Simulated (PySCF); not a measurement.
Computed shifts of a molecule C5H8Si, PySCF with KT2/pcSseg-1, GIAO, gas phase, atoms alike by connectivity averaged where their shifts nearly agree, in ppm (number of nuclei): ¹³C: 143.6 (1), 129.7 (1), 127.6 (1), 115.4 (1), 11.9 (1). ²⁹Si: -61.0 (1). ¹H: 6.88 (1), 6.25 (1), 6.02 (1), 6.02 (1), 4.93 (1), 4.72 (1), 2.33 (1), 1.99 (1). References: ¹³C against TMS (σ = 185.1 ppm); ²⁹Si against TMS (σ = 361.9 ppm); ¹H against TMS (σ = 31.47 ppm), references at their B3LYP-D3(BJ)/def2-TZVP geometries, non-relativistic. Coordinates come from a B3LYP-D3(BJ)/def2-SVP optimisation. One conformer was computed; it need not be the lowest.

Question: Which structure fits?
A) C#C[SiH2]/C=C/C
B) C=C(C)C#C[SiH3]
C) C#C/C(C)=C\[SiH3]
D) C1=CC[SiH2]C=C1

Answer: D, C1=CC[SiH2]C=C1
